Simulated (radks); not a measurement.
Q: Spin polarisation of the 3p1 shell in S3+. Start: [Ne] 3s2 3p(up 0.5, down 0.5); electrons of 3p are moved from spin down to spin up, other shells keep equal spins. Calculated with a radial shooting solver on a logarithmic mesh with Libxc functionals: scalar-relativistic Kohn-Sham, r2SCAN, spin-polarised, spherical densities, finite nucleus; meta-GGA in the generalised Kohn-Sham scheme; Fermi nuclear charge, rms radius of each element as measured or else 0.836 A^(1/3) + 0.57 fm. Estimate the energy gained and the exchange splitting at a moment of 1 Bohr magnetons.

A: At moment 1 the spin-polarisation energy is -0.526 eV and the 3p exchange splitting 2.076 eV, that is 2.076 eV per Bohr magneton; E = -I m^2/4 would give I = 2.105 eV.
